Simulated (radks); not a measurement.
Ionisation of the carbon ion C+, [He] 2s2 2p1, to [He] 2s2 as the strength of local exchange is varied. Method: non-relativistic Kohn-Sham, Slater X-alpha exchange (alpha = 2/3 is LDA exchange), no correlation, spin-unpolarised, spherical densities, point nucleus; computed with a radial shooting solver on a logarithmic mesh with Libxc functionals.

alpha	E(C+) (hartree)	exchange (hartree)	IE (eV)	-e of the level emptied (eV)	<r> of it (bohr)
0.667	-36.69762	-4.06970	22.862	15.785 (2p)	1.521
0.747	-37.18790	-4.59816	23.998	16.822 (2p)	1.488
0.798	-37.50271	-4.93954	24.737	17.499 (2p)	1.467
0.891	-38.08128	-5.57106	26.112	18.767 (2p)	1.432
0.922	-38.27544	-5.78414	26.579	19.199 (2p)	1.421
1.009	-38.82378	-6.38904	27.910	20.436 (2p)	1.391

NIST Atomic Spectra Database: 24.383 eV (measured). The Delta-SCF value meets it near alpha = 0.77. Spin polarisation and multiplet splitting are left out, so open shells lie too high by an amount that depends on their filling.

Beside tabulated values, note that spin-unpolarised runs miss the spin-polarisation part of the exchange energy of open shells.
